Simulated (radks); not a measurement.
Results of a calculation; reference values are marked as such.
Ionisation of neutral tantalum, [Xe] 4f14 5d3 6s2, to Ta+, [Xe] 4f14 5d3 6s1, under several functionals. Dirac Kohn-Sham, spin-unpolarised, spherical densities, point nucleus; open shells are shared between the two j in proportion to 2j + 1; a radial shooting solver on a logarithmic mesh with Libxc functionals.

Wu-Cohen GGA: E(Ta) (hartree) -15624.7741; Exc (hartree) -316.2081; IE (eV) 8.525; -e(HOMO) (eV) 3.397; <r> HOMO (bohr) 2.300; IE error (eV) +0.976
PW91: E(Ta) (hartree) -15627.5018; Exc (hartree) -318.9621; IE (eV) 8.531; -e(HOMO) (eV) 3.421; <r> HOMO (bohr) 2.305; IE error (eV) +0.982
B86b exchange with PBE correlation: E(Ta) (hartree) -15627.1061; Exc (hartree) -318.5579; IE (eV) 8.499; -e(HOMO) (eV) 3.384; <r> HOMO (bohr) 2.306; IE error (eV) +0.949
XLYP: E(Ta) (hartree) -15627.7665; Exc (hartree) -319.2143; IE (eV) 8.414; -e(HOMO) (eV) 3.252; <r> HOMO (bohr) 2.315; IE error (eV) +0.864

NIST Atomic Spectra Database: 7.550 eV (measured). Closest: XLYP. The Delta-SCF values span 0.12 eV, the total energies 2.99 hartree. The highest occupied level is 5d5/2. Spin polarisation and multiplet splitting are left out, so open shells lie too high by an amount that depends on their filling. Sharing an open shell by 2j + 1 raises it above the true ground level by a part of the spin-orbit splitting, which enters the differences from NIST.

Beside tabulated values, note that spin-unpolarised runs miss the spin-polarisation part of the exchange energy of open shells.
